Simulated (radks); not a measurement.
The numbers below are computed, except where a source is named.
Spherical jellium clusters: N electrons in a uniform positive sphere of charge N and radius rs N^(1/3), rs = 3.98 bohr. Level of theory: non-relativistic Kohn-Sham, exchange-only LDA, spin-polarised, spherical densities (a radial shooting solver with Libxc functionals). Levels are named by radial order and angular momentum (1s, 1p, 1d, 2s, ...), and open shells are averaged over m.

N = 23, configuration 1s2 1p6 1d10 2s2 1f(up 3, down 0). This is the lowest configuration that the search found. Occupied and some empty levels:

level    occupation  eigenvalue (eV)  <r> (bohr)
1s up             1          -4.4816       7.309
1s down           1          -4.3465       6.723
1p up             3          -3.8244       8.439
1p down           3          -3.5674       8.086
1d up             5          -2.9507       9.281
1d down           5          -2.6151       9.082
2s up             1          -2.3790       7.576
2s down           1          -2.2341       7.740
1f up             3          -1.9129       10.07
1f down           0          -1.5320       9.998
2p up             0          -1.2567       9.673
2p down           0          -1.0811       9.705
1g up             0         -0.76538       10.98
1g down           0         -0.37294       11.13
2d up             0         -0.32367       13.13
2d down           0         -0.14407       14.00

Energy (eV): total -24.0080, kinetic 39.610, external -1501.2, Hartree 739.57, exchange-correlation -65.031, background 763.07.
